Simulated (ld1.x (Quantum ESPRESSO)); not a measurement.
# cadmium (Cd): one change to a TM potential, before and after

ld1.x (Quantum ESPRESSO) 7.5 input, shortened:

```
&input
   title='Cd', zed=48., rel=1, dft='PBE', iswitch=3,
   config='[Kr] 4d9 5s0 5p0'
 /
 &inputp
   pseudotype=2, tm=.true., lloc=1,
   nlcc=.true., new_core_ps=.true.
 /
3
5S  1  0   0.00   0.00  1.65  1.65  0.0
4D  3  2   9.00   0.00  1.60  1.60  0.0
5P  2  1   0.00   0.00  2.50  2.50  0.0
 &test
   configts(1)='4d9 5s0 5p0'
 /
```

Change: wave 4d (bound): rc 1.60 bohr becomes 4d (bound): rc 1.96 bohr.

Cutoffs: the cutoffs (Ry, on a coarse ladder) from which the occupation-weighted sum of valence levels, in a spherical-Bessel basis at the reference potential, stays within 10 and 1 mRy of its value at 400 Ry; they do not see the model core or the augmentation charge, which bear on the density cutoff. Errors are all-electron minus pseudo energies relative to the spin-unpolarised reference configuration.

Task: How do hardness, ghosts and transferability respond?

Result: The potential gets softer (70 Ry and 110 Ry → 60 Ry and 100 Ry); of the 7 tests that both files solve, the error grows in 1 and shrinks in 0 by more than 15 % and 0.3 meV (median size 238.3 → 225.7 meV); neither file shows a bound ghost. A larger radius leaves more room for a smooth pseudo-wave, so fewer plane waves are needed.

| quantity | base | changed |
| --- | --- | --- |
| cutoff, loose | 70 Ry | 60 Ry |
| cutoff, tight | 110 Ry | 100 Ry |
| bound ghosts | none | none |
| error for 4d10 5s2 5p0, meV [ΔE -64.41 eV] | -238 | -236 |
| error for 4d10 5s1 5p0, meV [ΔE -55.14 eV] | -286 | -276 |
| error for 4d10 5s0 5p0, meV [ΔE -38.01 eV] | -304 | -281 |
| error for 4d10 5s1 5p1, meV [ΔE -59.74 eV] | -230 | -223 |
| error for 4d10 5s0 5p1, meV [ΔE -49.36 eV] | -241 | -226 |
| error for 4d10 5s0 5p2, meV [ΔE -54.74 eV] | -202 | -190 |
| error for 4d9 5s2 5p0, meV [ΔE -46.43 eV] | -5.8 | -7.5 |
| s: phases at 2.71 bohr within 0.05 rad from the reference energy up to (Ry; the scan ends near 5) | -0.2 | -0.2 |
| p: phases at 2.71 bohr within 0.05 rad from the reference energy up to (Ry; the scan ends near 5) | 1.4 | 1.4 |
| d: phases at 2.71 bohr within 0.05 rad from the reference energy up to (Ry; the scan ends near 5) | -1.7 | -1.7 |
